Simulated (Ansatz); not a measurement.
Consider the redistribution: `C[Si](C)(C)[CH2][Ga]([F])[Cl]` + `C[SiH2]BCl` → `C[SiH2][Ga]([F])[Cl]` + `C[Si](C)(C)CBCl`.

Program: Ansatz. Geometries: PBE0-D4/def2-TZVP. ΔE: electronic, gas phase. CBS: MP2 limit from def2 TZ/QZ plus the TZ coupled-cluster correction, frozen cores. Functionals use def2-TZVPP. B3LYP here is the variant with VWN-RPA as its local correlation; programs differ in this. For Ga outer-core shells are correlated without core-valence functions, which leaves a few kJ/mol of doubt a bond. Scalar relativity is left out up to krypton. Each species was taken in one conformer, which may not be the lowest.

| level | ΔE (kJ/mol) | difference from CCSD(T)/CBS |
| --- | --- | --- |
| PBE-D4 | -69.5 | -11.0 |
| BLYP-D4 | -68.4 | -9.9 |
| r2SCAN-D4 | -68.5 | -10.0 |
| B3LYP-D4 | -67.7 | -9.2 |
| r2SCAN0-D4 | -67.8 | -9.3 |
| B2PLYP | -66.5 | -8.0 |
| PBE-QIDH | -64.5 | -6.0 |
| r2SCAN0 | -68.7 | -10.2 |
| RPA@PBE/def2-TZVPP | -54.7 | 3.8 |
| HF/def2-SVP | -67.9 | -9.4 |
| CCSD/def2-SVP | -61.5 | -3.0 |
| MP2/def2-TZVPP | -59.2 | -0.7 |
| HF/def2-QZVPP | -65.2 | -6.7 |
| SCS-MP2/def2-QZVPP | -59.0 | -0.5 |
| HF/CBS(def2) | -65.3 | -6.8 |
| MP2/CBS(def2) | -59.9 | -1.4 |
| CCSD(T)/CBS | -58.5 | 0 |

Largest T1 diagnostic among the species: 0.013.

In def2-TZVPP, CCSD(T) changes the Hartree–Fock value by +7.0 kJ/mol (the triples alone add +0.6 kJ/mol) and MP2 by +5.6 kJ/mol. The D4 term adds +4.2 kJ/mol with B3LYP and +2.4 kJ/mol with PBE0; it sums over pairs of atoms, weighted by their polarisabilities, and B3LYP, whose exchange is more repulsive, gets the larger term. Leaving LDA and LC-ωPBE aside and taking each functional with its dispersion term where it has one, the values, not all of them listed here, spread over 9.1 kJ/mol, from B97M-V to ωB97X-V.
